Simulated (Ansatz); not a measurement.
Cost and result for the atomization energy of `[GeH2][O][GeH3]` radical (8 atoms, 7 bonds).

Charge 0, multiplicity 2. Correlated methods include outer-core shells of Ge, which these sets cover unevenly. Scalar relativity is left out up to krypton. The structure was optimised at the PBE0-D4/def2-TZVP level. Program: Ansatz. All runs use 4 threads of an Arm Neoverse V2 on a shared host. Times are those of one run each, without the atoms' runs, and a repeat can differ threefold. Electronic energies, without spin–orbit coupling; frozen cores. CCSD(T)/CBS adds CCSD(T) − MP2 in def2-TZVPP to the MP2 limit, and its time is that of the two runs behind it. T1 = 0.014; ⟨S²⟩ of the reference is 0.76. With those shells the extrapolation isn't a true limit.

CCSD(T)/CBS is a level of theory with its own doubt, some kJ/mol a heavy atom from the limit and from the frozen cores, so smaller differences don't rank the functionals.

```
                             level  functions  wall time  atomization (kcal/mol)  difference from CCSD(T)/CBS  per bond
            LDA (SPW92)/def2-TZVPP        197      1.1 s                   594.6                         71.4      10.2
              revPBE-D4/def2-TZVPP        197      2.1 s                   505.4                        -17.8      -2.5
                PBE0-D4/def2-TZVPP        197      3.5 s                   509.9                        -13.3      -1.9
               BHLYP-D4/def2-TZVPP        197      3.6 s                   504.7                        -18.5      -2.6
               PBE-QIDH/def2-TZVPP        197      4.9 s                   512.7                        -10.5      -1.5
                 B2PLYP/def2-TZVPP        197      5.5 s                   513.2                        -10.0      -1.4
r2SCAN-D4/def2-TZVPP (with forces)        197        6 s                   523.5                          0.3       0.0
             r2SCANh-D4/def2-TZVPP        197      6.5 s                   519.4                         -3.8      -0.5
                 B97M-V/def2-TZVPP        197        9 s                   529.6                          6.4       0.9
                  CCSD(T)/def2-SVP        103       15 s                   485.2                        -38.0      -5.4
                    MP2/def2-QZVPP        385       20 s                   518.8                         -4.4      -0.6
                CCSD(T)/def2-TZVPP        197    4.6 min                   514.2                         -9.0      -1.3
                 CCSD(T)/CBS(def2)          –    4.9 min                   523.2                          0.0       0.0
```

In def2-TZVPP, CCSD(T) changes the Hartree–Fock value by +146.7 kcal/mol (the triples alone add +7.3 kcal/mol) and MP2 by +146.0 kcal/mol; breaking electron pairs costs correlation energy, which Hartree–Fock lacks. From PBE to PBE0 (25 % exact exchange), in def2-TZVPP and without D4, the atomization energy moves by −7.0 kcal/mol: exact exchange takes away binding that semilocal exchange gives to molecules. At CCSD(T), def2-SVP lies −38.0 kcal/mol from the extrapolated value and def2-TZVPP −9.0 kcal/mol: correlation converges slowly with the basis, and small sets miss more of it in the bonded molecule than in its fragments.
